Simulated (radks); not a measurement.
Results of a calculation; reference values are marked as such.
Initial-state core-level shifts of the iron ion Fe3+ when its valence configuration changes from [Ar] 3d5. Code: a radial shooting solver on a logarithmic mesh with Libxc functionals. Model: scalar-relativistic Kohn-Sham, PBE, spin-polarised, spherical densities, point nucleus; open shells are filled with parallel spins first. Shifts are changes of the shell-averaged eigenvalues in eV (positive: less bound).

3d3 4s2: 1s -19.943; 2s -22.520; 2p -22.324; 3s -17.782
3d4 4p1: 1s -10.561; 2s -11.781; 2p -11.675; 3s -9.720
3d4 4s1: 1s -9.405; 2s -10.641; 2p -10.542; 3s -8.550
3d3.5 4s1.5: 1s -14.561; 2s -16.441; 2p -16.294; 3s -13.120
3d2.5 4s2 4p0.5: 1s -26.068; 2s -29.406; 2p -29.153; 3s -23.029
3d4.5 4s0.5: 1s -4.578; 2s -5.175; 2p -5.126; 3s -4.206
3d3.5 4s0.5 4p1: 1s -15.594; 2s -17.501; 2p -17.342; 3s -14.149
3d2.5 4s0.5 4p2: 1s -27.399; 2s -30.797; 2p -30.524; 3s -24.370
3d4.5 4p0.5: 1s -5.171; 2s -5.756; 2p -5.704; 3s -4.807
